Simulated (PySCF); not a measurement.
**Spectroscopy problems**

- coordinates at the GFN2-xTB level
- σ from GIAO-PBE0/pcSseg-1
- code: PySCF 2.14
- equivalent nuclei averaged, single conformer, no solvent model, non-relativistic Hamiltonian

δ = σ(ref) − σ, references computed at the same level: TMS for 1H and 13C. Splittings of carbon signals by F and P are missing where no couplings were computed. Where no couplings were computed, multiplicities follow the n + 1 count of equivalent neighbours, and m marks all less simple cases (inequivalent or close neighbours, rings, F or P nearby). Shifts are as computed. Against solution values, carbons near 30 ppm lie about +3 ppm off and those near 130 ppm about +5 ppm. Of 1211 compounds with measured shifts, 218 miss one by over three times the rms of a fit or turn the order of signals round; such compounds aren't used in these exercises.

Problem. C7H9F. 1H NMR (600 MHz, computed): δ 7.14 (m, 1H), 6.56 (m, 1H), 6.35 (m, 1H), 5.94 (m, 1H), 5.76 (m, 1H), 5.69 (m, 1H), 5.66 (m, 1H), 5.52 (m, 2H). 13C{1H} NMR (computed): δ 146.4, 143.9, 142.4, 139.5, 129.7, 124.4, 79.1. What is it?

Solution. SMILES C=C/C=C(/C=C)CF. The formula gives 3 degrees of unsaturation (no ring in the answer). 7 carbon signals for 7 carbons: no two carbons are equivalent. Carbon types of the structure: 1 × C, 3 × CH, 3 × CH2, which accounts for all hydrogens. δC 146.4, 143.9, 139.5: alkene CH; the olefinic region. δC 142.4: fully substituted alkene carbon; an sp2 carbon of a C=C bond. δC 129.7, 124.4: terminal =CH2 carbon; an sp2 carbon of a C=C bond. δC 79.1: allylic sp3 CH2 bonded to F; the inductive effect lowers its shielding.

The shifts were computed for this structure.

Problem. C3H11OPSi2. 1H NMR (300 MHz, computed): δ 12.77 (m, 1H), 4.42 (m, 1H), 4.29 (m, 1H), 1.17 (m, 2H), 0.35 (d, 3H), 0.13 (d, 3H). 13C{1H} NMR (computed): δ 248.0, -1.8, -4.5. Give a structure.

Solution. `C[SiH](C)[Si@H](P)C=O`. 3 carbon signals for 3 carbons: no two carbons are equivalent. Carbon types of the structure: 1 × CH, 2 × CH3, leaving 4 H on heteroatoms. δC 248.0: carbonyl carbon. δC -1.8, -4.5: methyl carbon bonded to Si; an electropositive neighbour leaves it electron-rich and shielded. δH 12.77: hydrogen on a carbonyl carbon. δH 0.35, 0.13: hydrogen on a methyl carbon bonded to Si; an electropositive neighbour shields it, as in TMS itself.

The shifts were computed for this structure.
